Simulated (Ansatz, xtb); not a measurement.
Two isomers of C5H6N4

We compare X, `N=C1C=NC(=CN)N=C1`, a singlet, with Y, `[H]/N=C\c1ncc(N)cn1`, a singlet. Both are isolated molecules in the gas phase, relaxed with PBE-D3(BJ)/def2-SVP; the shapes shown needn't be the lowest conformers.

X (Å):

```
atom    x (Å)    y (Å)    z (Å)
   C  -3.2774  -0.7063   0.9380
   C  -2.3571  -1.1988  -0.0975
   C  -0.5922  -0.0956   0.8542
   C   0.7698   0.2281   0.8302
   C  -2.6105   0.1498   1.9291
   N  -4.5548  -0.9498   1.0438
   N  -1.0834  -0.9104  -0.1392
   N   1.3311   1.0162   1.7599
   N  -1.3388   0.4393   1.8895
   H  -4.8445  -1.5667   0.2612
   H  -2.7691  -1.8550  -0.8916
   H   1.3997  -0.1757   0.0245
   H   0.7058   1.3705   2.4925
   H   2.3181   1.2581   1.7518
   H  -3.2334   0.5626   2.7451
```

Y (Å):

```xyz
15

C    -3.6065   -2.8264    2.8662
C    -2.9276   -1.6940    2.1825
C    -1.9985   -0.8294    0.2755
C    -1.6897    0.3872    0.9401
C    -2.0722    0.4297    2.3094
N    -3.9791   -2.8462    4.0930
N    -2.6046   -1.8478    0.8822
N    -1.1029    1.4496    0.3066
N    -2.6766   -0.5868    2.9134
H    -3.7154   -1.9263    4.5066
H    -3.7845   -3.7088    2.2163
H    -1.7328   -0.9577   -0.7919
H    -0.7200    2.2106    0.8656
H    -0.6685    1.3051   -0.6038
H    -1.8673    1.3353    2.9128
```

Quicker runs give these differences E(Y) − E(X): GFN2-xTB −14.0 kcal/mol; HF/STO-3G −28.8 kcal/mol (at GFN2-xTB geometries); r2SCAN-D4/def2-SVP −10.0 kcal/mol (at GFN2-xTB geometries).

Problem. Estimate E(Y) − E(X) at the level CCSD(T)/def2-SVP + ΔMP2/def2-TZVPP.

Solution. Calculated at CCSD(T)/def2-SVP + ΔMP2/def2-TZVPP: E(Y) − E(X) = −13.8 kcal/mol, so structure Y lies lower.

Level by level:

```csv
level,geometry,E(Y) − E(X) (kcal/mol),departure from the last row (kcal/mol),"job, with rough time for the two"
GFN2-xTB,GFN2-xTB,−14.0,−0.2,"optimisation, 0.64 s"
HF/STO-3G,GFN2-xTB,−28.8,−14.9,"single point, 2.5 s"
r2SCAN-D4/def2-SVP,GFN2-xTB,−10.0,+3.8,"single point, 14 s"
PBE-D3(BJ)/def2-SVP,PBE-D3(BJ)/def2-SVP,−9.1,+4.7,"optimisation, 61 s"
HF/def2-SVP,PBE-D3(BJ)/def2-SVP,−19.9,−6.1,part of the CCSD(T) run
MP2/def2-SVP,PBE-D3(BJ)/def2-SVP,−17.2,−3.4,part of the CCSD(T) run
CCSD(T)/def2-SVP,PBE-D3(BJ)/def2-SVP,−15.2,−1.4,single point
CCSD(T)/def2-SVP + ΔMP2/def2-TZVPP,PBE-D3(BJ)/def2-SVP,−13.8,,"single point, 7.9 min"
```

As drawn, Y has 4 C∷N, 2 C∷C in place of 2 C=N, 1 C–C, 2 C–N, 1 C=C (∷ is an aromatic bond). Structure X has a 6-membered ring, Y a 6-membered ring (with an aromatic ring).

The levels shown agree on the order. The largest departure from CCSD(T)/def2-SVP + ΔMP2/def2-TZVPP is that of HF/STO-3G, 14.9 kcal/mol. The last row adds to CCSD(T) the change of the MP2 difference between the two basis sets, here +1.4 kcal/mol.

With thermal terms from frequencies at re-optimised GFN2-xTB minima (ideal gas, soft modes damped towards free rotors, one conformer each, 298.15 K, 1 atm): on the last row, ΔE + ΔZPE = −13.3, ΔH = −13.4, ΔG = −13.2 kcal/mol.

The correlated steps freeze 9 core orbitals. Programs: Ansatz 0.2.0, xtb 6.7.1; the last row on 2 threads of Intel(R) Xeon(R) Processor @ 2.50GHz (Skylake/Cascade Lake) on a shared host.
